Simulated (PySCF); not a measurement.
## Does the structure fit the spectrum?

A compound C5H9ClSi gives the data below (simulated from a calculation) and was assigned the structure `ClC1=C[SiH2]CCC1`.

¹³C{¹H} NMR (computed): δ 151.6 (C), 137.0 (C), 58.5 (CH2), 22.0 (CH3), 1.0 (CH2).

¹H NMR (400 MHz, computed): δ 4.24 (s, 2H), 3.30 (m, 2H), 2.24 (s, 3H), 1.19 (m, 2H).

- geometry: GFN2-xTB
- shieldings: GIAO PBE0/pcSseg-1
- code: PySCF 2.14
- in vacuum, averaged over atoms made equivalent by symmetry, fast rotation or ring inversion, non-relativistic Hamiltonian, single conformer

Scale: ¹H, ¹³C against TMS (reference shieldings calculated alike).

Q: Compare with the shifts computed for the proposed structure, pairing carbons in order of shift.

A: Atom-mapped SMILES (the numbers label the heavy atoms): `[Cl:1][C:2]1=[CH:3][SiH2:4][CH2:5][CH2:6][CH2:7]1`; H(Xn) means a hydrogen on atom n.

```
atom  computed for proposal  given list  difference
  C2                  164.0       151.6       +12.4
  C3                  121.2       137.0       -15.8
  C7                   41.7        58.5       -16.8
  C6                   27.5        22.0        +5.5
  C5                    7.6         1.0        +6.6
```

The rms difference is 12.3 ppm and the largest -16.8 ppm at C7 (allylic sp3 CH2). The carbon types in order of shift don't match either: C, CH, CH2, CH2, CH2 for the proposal against C, C, CH2, CH3, CH2 in the data. The proposal doesn't fit.

Q: Which isomer fits?

A: `ClC/C(C)=C1/C[SiH2]1`.

- Carbon types of the structure: 2 × C, 2 × CH2, 1 × CH3, leaving 2 H on heteroatoms.
- δC 151.6, 137.0: fully substituted alkene carbon; an sp2 carbon of a C=C bond.
- δC 58.5: allylic sp3 CH2 bonded to Cl; deshielded by the electronegative neighbour.
- δH 4.24: hydrogen on an allylic sp3 CH2 bonded to Cl; its carbon carries Cl, which withdraws density.
- δH 2.24: hydrogen on an allylic methyl carbon; allylic position.

The data come from this structure; uniqueness wasn't tested.

Carbons that carry Cl, above all several Cl atoms, come out too deshielded, partly because spin–orbit coupling is missing. Shifts are as computed. Against solution values, carbons near 30 ppm lie about +3 ppm off and those near 130 ppm about +5 ppm; carbons on Cl a further +6 ppm. Of 1309 compounds with measured shifts, 239 miss one by over three times the rms of a fit or turn the order of signals round; such compounds aren't used in these exercises. No couplings were computed; multiplicities are counted from neighbouring protons, with m where these are inequivalent, close in shift, in a saturated or five-membered ring or joined by F or P, and br s for small geminal =CH2 splittings.
